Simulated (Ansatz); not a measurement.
Compare A (`C[SiH2]O[SiH2]Cl`) with its isomer B (`C[SiH2][SiH](O)Cl`).

Computed with Ansatz on PBE0-D4/def2-TZVP structures; ΔE is electronic, products minus reactants. CBS: MP2 limit from def2 TZ/QZ plus the TZ coupled-cluster correction, frozen cores. Functionals use def2-TZVPP. B3LYP here is the variant with VWN-RPA as its local correlation; programs differ in this. Each species was taken in one conformer, which may not be the lowest.

Question: Which is lower in electronic energy at CCSD(T)/CBS, and by how much? (Estimate.)

Answer: The calculation gave: A, by 28.3 kcal/mol.

Question: Give E(B) − E(A) in kcal/mol with r2SCAN-D4, LDA (SPW92), CCSD(T)/def2-SVP, B3LYP-D4, CCSD/def2-TZVPP, B2PLYP, B3LYP. (Estimate.)

Answer: The calculation gave: r2SCAN-D4 26.6, LDA (SPW92) 22.2, CCSD(T)/def2-SVP 27.3, B3LYP-D4 27.8, CCSD/def2-TZVPP 29.3, B2PLYP 29.1, B3LYP 27.9. None reverses the order clearly.

Question: Does the order hold for the free energy at 298.15 K (harmonic terms from PBE0-D4)? (Estimate.)

Answer: Computed: Yes: G(B) − G(A) = +29.5 kcal/mol, for one conformer each. Modes under 60 cm⁻¹, often nearly free rotors, make the harmonic entropy too high.

Largest T1 diagnostic: 0.011.

From PBE to PBE0 (25 % exact exchange), in def2-TZVPP and without D4, E(B) − E(A) moves by +2.4 kcal/mol. At CCSD(T), def2-SVP lies −0.9 kcal/mol from the extrapolated value and def2-TZVPP +0.1 kcal/mol.
